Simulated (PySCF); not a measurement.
SMILES C[CH2][Ga]([O]CC)[O]C (GFN2-xTB optimised geometry):

```
21

Ga    -0.276    -0.494     0.000
C     -1.090     1.402     0.000
C     -0.030     2.488     0.054
H     -1.764     1.460     0.859
H     -1.700     1.488    -0.903
H      0.642     2.413    -0.799
H      0.568     2.400     0.959
H     -0.501     3.472     0.042
O     -1.120    -2.051    -0.009
C     -2.386    -2.667    -0.009
H     -2.474    -3.302    -0.895
H     -2.484    -3.289     0.886
H     -3.203    -1.940    -0.019
O      1.474    -0.494     0.000
C      2.579    -1.368     0.012
C      2.174    -2.833     0.087
H      3.163    -1.189    -0.901
H      3.203    -1.108     0.878
H      1.549    -3.078    -0.771
H      3.054    -3.472     0.095
H      1.591    -3.000     0.992
```

Method: PBE0/def2-SVP run with PySCF 2.14.0.

**Question.** What are the frontier orbital energies and the dipole moment?

**Answer.** HOMO-2 -7.71 eV, HOMO-1 -7.25 eV, HOMO -7.17 eV, LUMO 0.19 eV, LUMO+1 0.26 eV; dipole moment 1.06 D.

On the same geometry PBE/def2-SVP in PySCF 2.14.0 gives HOMO-2 -6.15 eV, HOMO-1 -5.73 eV, HOMO -5.69 eV, LUMO -0.74 eV, LUMO+1 -0.52 eV; dipole moment 0.93 D.

Meta-Löwdin charges at PBE0/def2-SVP: Ga1 0.80, C2 -0.36, C3 -0.28, H4 0.10, H5 0.10, H6 0.10, H7 0.10, H8 0.10, O9 -0.56, C10 -0.06, H11 0.10, H12 0.10, H13 0.08, O14 -0.56, C15 0.06, C16 -0.31, H17 0.09, H18 0.09, H19 0.11, H20 0.10, H21 0.10.
